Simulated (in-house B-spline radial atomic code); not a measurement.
Binding energies in Ti5+

NIST's tabulated ground configuration is [Ne] 3s2 3p5; each binding energy is the energy of the ion with one electron taken from that subshell, relaxed, less that of the parent. Computed with a radial B-spline atomic code at the basis-set limit: Dirac-Hartree-Fock, average of configuration, Fermi nucleus of rms radius 3.5921 fm. Energies include first-order Breit, QED and recoil terms.

| subshell | X-ray name | binding energy (eV) | -ε (eV) | relaxation (eV) |
| --- | --- | --- | --- | --- |
| 1s | K | 5065.5 | 5101.7 | 29.6 |
| 2s | L1 | 662.8 | 671.2 | 7.9 |
| 3s | M1 | 149.5 | 150.5 | 0.9 |
| 3p | M2,3 | 119.6 | 120.6 | 0.9 |

Relaxation = -ε minus the binding energy without Breit, QED and recoil terms.

Task: What does it cost to remove two 1s electrons?

Result: 10449 eV, which is 317.6 eV more than the two single binding energies together.
